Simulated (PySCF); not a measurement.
dimethyl carbonate (C₃H₆O₃), SMILES COC(=O)OC. Heavy atoms are numbered as in [CH3:1][O:2][C:3](=[O:4])[O:5][CH3:6]. Hydrogens are named by the atom that carries them.

Geometry: PBE0-D3(BJ)/def2-SVP.

Method: PBE/pcSseg-1 (PySCF).

GIAO shieldings, no solvent; atoms alike by connectivity are averaged. δ = σ(ref) − σ: ¹³C against TMS (σ = 182.0 ppm); ¹⁷O against H2O (σ = 334.3 ppm); ¹H against TMS (σ = 31.49 ppm), references at their B3LYP-D3(BJ)/def2-TZVP geometries, non-relativistic.

| atoms | nucleus | count | δ (ppm) |
|---|---|---|---|
| C3 | ¹³C | 1 | 161.6 |
| C1 (CH3) | ¹³C | 2 | 57.3 |
| O4 | ¹⁷O | 1 | (withheld) |
| O2 | ¹⁷O | 2 | (withheld) |
| H on C1 | ¹H | 6 | 3.93 |

**Question.** Some entries are withheld; supply them. (The exact figures need the calculation; the answer reports its results.)

**Answer.** 
- O4, δ (ppm): 309.1
- O2, δ (ppm): 151.7
